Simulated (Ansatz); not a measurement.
`[CH3][GeH]([F])[F]` + H₂O → `[OH][GeH]([F])[F]` + CH₄ at 700 K and 1 bar (formal hydrolysis of a Ge–C bond).

Computed with Ansatz on PBE0-D4/def2-TZVP structures; ΔE is electronic, products minus reactants. CCSD(T)/CBS is the MP2 limit (def2-TZVPP, def2-QZVPP) plus CCSD(T) − MP2 in def2-TZVPP, frozen cores. This one scheme is used for every species. For Ge outer-core shells are correlated without core-valence functions, which leaves a few kJ/mol of doubt a bond. Scalar relativity is left out up to krypton. One conformer a species, not always the lowest.

| species | CCSD(T)/CBS energy (Eh) | H − E (kJ/mol) | S (J/(mol·K)) |
| --- | --- | --- | --- |
| `[CH3][GeH]([F])[F]` | -2316.24489 | 193.0 | 418.9 |
| H₂O | -76.37941 | 80.5 | 218.4 |
| `[OH][GeH]([F])[F]` | -2352.17909 | 126.0 | 396.0 |
| CH₄ | -40.46206 | 145.9 | 224.0 |

H − E and S are ideal-gas, rigid-rotor, harmonic terms from PBE0-D4/def2-TZVP, for one conformer and one mirror image of each species. 1 Eh = 2625.50 kJ/mol, R = 8.31446 J/(mol·K).

Question: By hand: ΔE, ΔH, ΔS and ΔG.

Answer: ΔE = (-2352.17909) + (-40.46206) − (-2316.24489) − (-76.37941) = -0.01685 Eh = -44.2 kJ/mol. Δ(H − E) = 126.0 + 145.9 − 193.0 − 80.5 = -1.6, so ΔH = -45.8 kJ/mol. ΔS = 396.0 + 224.0 − 418.9 − 218.4 = -17.3 J/(mol·K). ΔG = -45.8 − 700 × (-17.3)/1000 = -33.7 kJ/mol.

Question: By hand: the equilibrium constant, and the temperature at which ΔG would vanish if ΔH and ΔS stayed fixed.

Answer: log₁₀ K = −ΔG/(RT ln 10) = 2.5. ΔG = 0 at ΔH/ΔS = 2647 K, far beyond where these terms or the molecules hold.

ΔH outweighs TΔS. A doubt of 5 kJ/mol in ΔE shifts log₁₀ K by 0.4 here. Other conformers and mirror images would add mixing entropy, several J/(mol·K) or more a flexible species. These are equilibria of isolated gas molecules and say nothing of rates. Largest T1 diagnostic: 0.012 (customary marks: 0.02 for closed shells, 0.045 for open ones).
